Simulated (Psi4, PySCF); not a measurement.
Relaxed torsion scan: C2H7NSi2, SMILES N#C[SiH2]C[SiH3]. Scanned: dihedral C2–Si3–C4–Si5; all other coordinates were relaxed at GFN2-xTB. Points at φ and −φ are mirror images. Heavy atoms are numbered in the order of the SMILES N#C[SiH2]C[SiH3], hydrogens after them in the order of the atoms that carry them; the mirror image has the same energies with the sign of each dihedral reversed.

- RHF/3-21G = restricted Hartree-Fock/3-21G // GFN2-xTB (PySCF)
- MP2/cc-pVTZ = DF-MP2 (frozen core)/cc-pVTZ // GFN2-xTB in Psi4 1.11

Energies relative to the lowest point of each profile, in kcal/mol:

```csv
φ / °,RHF/3-21G
-160,0.3
-140,0.7
-120,0.9
-60,0.0
-40,0.2
0,0.7
20,0.6
40,0.2
80,0.2
100,0.7
140,0.7
160,0.3
```

Predict the corresponding MP2/cc-pVTZ column.

-160: 0.4; -140: 1.1; -120: 1.4; -60: 0.0; -40: 0.3; 0: 1.1; 20: 0.8; 40: 0.3; 80: 0.3; 100: 1.0; 140: 1.1; 160: 0.4 (kcal/mol).
